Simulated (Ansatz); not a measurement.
Mulliken charges of C4H5I, SMILES `C=C=C(C)I` from B3LYP/def2-TZVPP in Ansatz (PBE0-D4/def2-TZVP geometry).

| atom | x (Å) | y (Å) | z (Å) | charge (e) |
| --- | --- | --- | --- | --- |
| C1 | -1.545 | 1.393 | -0.429 | -0.214 |
| C2 | -0.496 | 0.625 | -0.368 | 0.104 |
| C3 | 0.542 | -0.144 | -0.297 | -0.187 |
| C4 | 0.838 | -1.157 | 0.757 | -0.240 |
| I5 | 1.992 | 0.030 | -1.821 | -0.016 |
| H6 | -1.553 | 2.373 | 0.039 | 0.123 |
| H7 | -2.442 | 1.081 | -0.954 | 0.123 |
| H8 | 0.934 | -2.154 | 0.319 | 0.104 |
| H9 | 1.779 | -0.926 | 1.262 | 0.104 |
| H10 | 0.034 | -1.171 | 1.495 | 0.098 |

By hand: the dipole of these point charges (1 e Å = 4.8032 D).

Σ q r = (-0.261, 0.061, 0.155) e Å, of length 0.310 e Å = 1.49 D.

How does the dipole of the full density compare? (Estimate.)

Ansatz gave: (-0.212, -0.037, 0.238) e Å, 1.54 D; the point charges give 0.97 times that, at 25° from its direction.

Point charges leave out the atoms' own dipoles, such as those of lone pairs, and Mulliken's split depends on the basis, so the two needn't agree.

B3LYP here is the variant with VWN-RPA as its local correlation; programs differ in this.
